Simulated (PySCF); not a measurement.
Species: C5H3FOP2.
SMILES with atom numbers: `[O:1]=[CH:2][c:3]1[p:4][cH:5][p:6][cH:7][c:8]1[F:9]` (hydrogens: H10 on C2; H11 on C5; H12 on C7)

Computed with PySCF at PBE0/pcSseg-1 and CAM-B3LYP/def2-SVPD, non-relativistic, on one gas-phase PBE0-D3(BJ)/def2-SVP geometry that isn't relaxed in the solvent. The solvent is an IEF-PCM continuum (Bondi radii, 1.10 Å for H, scaled by 1.2). The model holds no explicit solvent molecules, cavitation or dispersion.

Gas phase at PBE0/pcSseg-1: HOMO -7.70 eV, LUMO -3.22 eV, dipole 2.93 D.

What does the continuum do to the energy, the frontier levels and the dipole at PBE0/pcSseg-1 in tetrahydrofuran and water?

```csv
solvent,ε,E(solvent) − E(gas) (kJ/mol),polarisation term (kJ/mol),distortion of the solute (kJ/mol),HOMO (eV),LUMO (eV),dipole (D)
tetrahydrofuran,7.426,-18.84,-21.91,3.07,-7.64,-3.05,3.92
water,78.36,-23.41,-28.29,4.88,-7.64,-3.03,4.19
```

The polarisation term is half the interaction of the solute with the surface charges that it induces; the rest is the cost of distorting the solute's density. The sum is the electrostatic part of solvation alone. From tetrahydrofuran to water the lowering changes by a factor 1.24, Onsager's factor (ε − 1)/(2ε + 1) by 1.21 and ε itself by 10.6.

Which radius a makes the point-dipole formula ΔE = −[(ε − 1)/(2ε + 1)]·μ²/a³ give the value in water, with the gas-phase dipole?

μ = 1.155 au and |ΔE| = 0.00892 Eh give a = 2.21 Å; the farthest nucleus lies 3.31 Å from the centroid of the nuclei, so such a sphere wouldn't even hold the nuclei. The formula assumes a rigid point dipole at the centre of a sphere.

Which Hirshfeld charges (PBE0/pcSseg-1) respond most in tetrahydrofuran (means over atoms taken as equivalent)?

```json
{"atoms": "O1", "environment": "aldehyde oxygen", "gas (e)": "-0.221", "solvent (e)": "-0.257", "change": "-0.036"}
{"atoms": "P4", "environment": "phosphorus bonded to 2 C", "gas (e)": "+0.169", "solvent (e)": "+0.152", "change": "-0.017"}
{"atoms": "H10", "environment": "formyl hydrogen", "gas (e)": "+0.040", "solvent (e)": "+0.049", "change": "+0.009"}
{"atoms": "H12", "environment": "aromatic hydrogen", "gas (e)": "+0.054", "solvent (e)": "+0.063", "change": "+0.009"}
{"atoms": "H11", "environment": "aromatic hydrogen", "gas (e)": "+0.046", "solvent (e)": "+0.054", "change": "+0.008"}
{"atoms": "P6", "environment": "phosphorus bonded to 2 C", "gas (e)": "+0.152", "solvent (e)": "+0.159", "change": "+0.007"}
{"atoms": "C7", "environment": "aromatic CH carbon", "gas (e)": "-0.127", "solvent (e)": "-0.120", "change": "+0.007"}
{"atoms": "C2", "environment": "aldehyde carbon", "gas (e)": "+0.105", "solvent (e)": "+0.111", "change": "+0.006"}
```

Gas phase at CAM-B3LYP/def2-SVPD: HOMO -9.02 eV, LUMO -2.20 eV, dipole 3.16 D.

What does the continuum do to the energy, the frontier levels and the dipole at CAM-B3LYP/def2-SVPD in tetrahydrofuran?

| solvent | ε | E(solvent) − E(gas) (kJ/mol) | polarisation term (kJ/mol) | distortion of the solute (kJ/mol) | HOMO (eV) | LUMO (eV) | dipole (D) |
| --- | --- | --- | --- | --- | --- | --- | --- |
| tetrahydrofuran | 7.426 | -20.45 | -24.21 | 3.76 | -8.80 | -2.02 | 4.27 |

How does the static polarisability (CAM-B3LYP/def2-SVPD, frozen core, with the continuum's full static response) change?

```json
{"medium": "gas", "isotropic (au)": "110.6", "principal values (au)": "64.2, 117.1, 150.4", "⟨r²⟩ of the electrons (bohr²)": "1524.3"}
{"medium": "tetrahydrofuran", "isotropic (au)": "155.0", "principal values (au)": "86.2, 163.6, 215.1", "⟨r²⟩ of the electrons (bohr²)": "1525.2"}
```

The isotropic value in tetrahydrofuran is 1.40 times the gas-phase one; no cavity-field correction is applied. ⟨r²⟩ is taken about the centre of nuclear charge.

Hardware: an Arm Neoverse V2 with one thread (shared host). Cost: 21 s wall, 1.0 GiB resident at most. This is the whole shielding run at PBE0/pcSseg-1 in water, SCF included.

Conformer computed: `[O:1]=[CH:2][c:3]1[p:4][cH:5][p:6][cH:7][c:8]1[F:9]`: O1–C2–C3–P4 -3°.
